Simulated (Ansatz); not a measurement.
Born–Oppenheimer molecular dynamics of GaH₄N (6 atoms, charge 0, multiplicity 1). It starts at the highest image of a converged band. Of that band: The profile has 2 maxima (images 2, 5) with wells between them (image 3): this band takes more than one step, which may be the mechanism or a detour left from its start path. Neighbouring images differ by up to 2.0 eV, so the band resolves the path poorly. A vibrational analysis at the climbing image gives one clearly imaginary mode, 1422i cm⁻¹: a first-order saddle point.

These are results of Ansatz 0.2.0, RKS PBE0/def2-SVP, not measurements.

```
ensemble                      : NVE (velocity Verlet)
time step                     : 0.5 fs
steps asked                   : 200
starting velocities drawn for : 300 K
seed                          : 6880
```

First frame:

```xyz
6
Properties=species:S:1:pos:R:3
Ga 0.368 0.410 -0.285
N 1.054 -0.042 1.533
H 0.697 -0.615 2.307
H 1.862 0.487 1.858
H 1.772 -0.318 0.235
H -1.190 0.077 -0.326
```

(1) What does the run give?

(2) What happens to the structure?

(3) How do temperature and energy run in time?

Answers

(1) The run went to its last step.

```yaml
steps_done: 200
time_covered: 100 fs
mean_temperature_over_the_second_half: 2685 K
spread_of_the_potential_energy_over_the_second_half: 40.6 meV per atom
mean_potential_energy_of_the_second_half_above_the_start: -205.5 meV per atom
```

The conserved energy stayed within 0.46 meV per atom of its start (net change -0.079 meV per atom), so the integration is sound. The system heated up, since it started high on the potential surface and ran downhill. A run of 0.1 ps of so small a system gives no equilibrium averages. The orbitals stay closed-shell, which can raise the energy where a bond breaks towards radicals; this wasn't checked here.

(2) The step under study would form N2–H5 and break Ga1–N2, Ga1–H5. These pairs go: N2–H5 1.51 → 2.84 Å, Ga1–N2 2.00 → 1.73 Å, Ga1–H5 1.66 → 1.48 Å. In the last frame they stand as before the step (other bonds may differ from the relaxed reactants and products). It ends as one piece, GaH4N. Pairs count as bonded within 1.25 times the sum of covalent radii (0.12 Å more for H–H). This is one draw of velocities; another would differ in detail.

(3) 
| time (fs) | T (K) | potential energy less start (eV) | conserved less start (meV/atom) |
| --- | --- | --- | --- |
| 0.0 | 300 | 0.000 | 0.00 |
| 5.0 | 232 | 0.036 | 0.09 |
| 10.0 | 211 | 0.046 | 0.06 |
| 15.0 | 349 | -0.024 | 0.26 |
| 20.0 | 1794 | -0.771 | 0.25 |
| 25.0 | 3969 | -1.898 | -0.05 |
| 30.0 | 3890 | -1.855 | 0.14 |
| 35.0 | 2973 | -1.381 | 0.16 |
| 40.0 | 2608 | -1.194 | -0.02 |
| 45.0 | 2186 | -0.975 | 0.03 |
| 50.0 | 2011 | -0.885 | -0.01 |
| 55.0 | 2232 | -0.999 | 0.03 |
| 60.0 | 3155 | -1.475 | 0.12 |
| 65.0 | 3726 | -1.772 | -0.18 |
| 70.0 | 2527 | -1.150 | 0.26 |
| 75.0 | 3044 | -1.420 | -0.16 |
| 80.0 | 2296 | -1.031 | 0.21 |
| 85.0 | 2492 | -1.133 | 0.03 |
| 90.0 | 2512 | -1.144 | 0.03 |
| 95.0 | 2839 | -1.314 | -0.16 |
| 100.0 | 2585 | -1.182 | -0.08 |

The run took 3.1 min on 1 thread of Intel(R) Xeon(R) 6975P-C (Granite Rapids) (shared host), peak memory 0.14 GiB.
